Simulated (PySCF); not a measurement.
Isomers of C3H8FNSi, one GFN2-xTB conformer each. Single-point energies are computed at PBE0/pcSseg-1 (PySCF, gas phase, no added dispersion term), electronic only.

Question: Rank them by PBE0/pcSseg-1 energy, lowest first (kJ/mol).
A. `[CH2:1]=[C:2]([CH2:3][F:4])[SiH2:5][NH2:6]` with C1–C2–C3–F4 -151°, C1–C2–Si5–N6 -6°, C2–Si5–N6–H 72° and -67°
B. `[F:1][CH2:2][Si@@H:3]1[CH2:4][CH2:5][NH:6]1` with F1–C2–Si3–C4 -110°, C2–Si3–C4–C5 -117°, Si3–C4–C5–N6 11°, C4–C5–N6–Si3 -12°, C2–Si3–N6–C5 130°
C. `[NH2:1][Si@@H:2]1[CH2:3][CH2:4][C@@H:5]1[F:6]` with H–N1–Si2–C3 40° and 178°

Answer: C (0.0), A (22.9), B (37.2).

GFN2-xTB itself gives, in the same order: 0.0, 22.8, 5.9. Both levels put the same isomer lowest; measured from each level's own lowest isomer, the values differ by up to 31.3 kJ/mol (FC[Si@@H]1CCN1: 5.9 against 37.2).

Question: Which frontier levels, dipoles and rotational constants go with these structures?

Answer: 
| SMILES | HOMO (eV, PBE0/pcSseg-1) | LUMO (eV) | dipole (D) | A, B, C (MHz) |
| --- | --- | --- | --- | --- |
| N[Si@@H]1CC[C@@H]1F | -6.96 | 0.56 | 1.01 | 3674, 2601, 1841 |
| C=C(CF)[SiH2]N | -7.35 | -0.33 | 2.82 | 4455, 1857, 1370 |
| FC[Si@@H]1CCN1 | -6.74 | 0.34 | 2.19 | 7508, 1552, 1432 |
